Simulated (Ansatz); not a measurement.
FH₃O₄W (`[O]=[W]([OH])([OH])([OH])[F]`). Total charge 0; spin multiplicity 1. Correlated methods include outer-core shells of W, which these sets cover unevenly. W takes the def2 core potential.

Z-matrix (Å, degrees):
```
W
O 1 1.892
O 1 1.866 2 90.8
F 1 1.922 2 81.4 3 -156.8
O 1 1.686 2 108.6 3 104.5
O 1 1.892 2 141.2 3 -92.3
H 1 2.509 2 131.2 3 -116.6
H 1 2.509 2 19.5 3 -160.7
H 3 0.959 1 129.1 2 109.2
```

(1) Give the diagnostics of a CCSD(T)/def2-TZVPP run (frozen core, the Gaussian-basis code of Ansatz). (An estimate is asked.)

Results:

(1) Computed: T1 = 0.0215, largest single amplitude 0.061, largest double 0.037, (T) share of the correlation energy 4.6 %, 14 CCSD cycles. The RHF solution is stable towards an unrestricted one. T1 lies over the customary mark of 0.02 for closed shells; compounds of d metals often pass it without a breakdown.
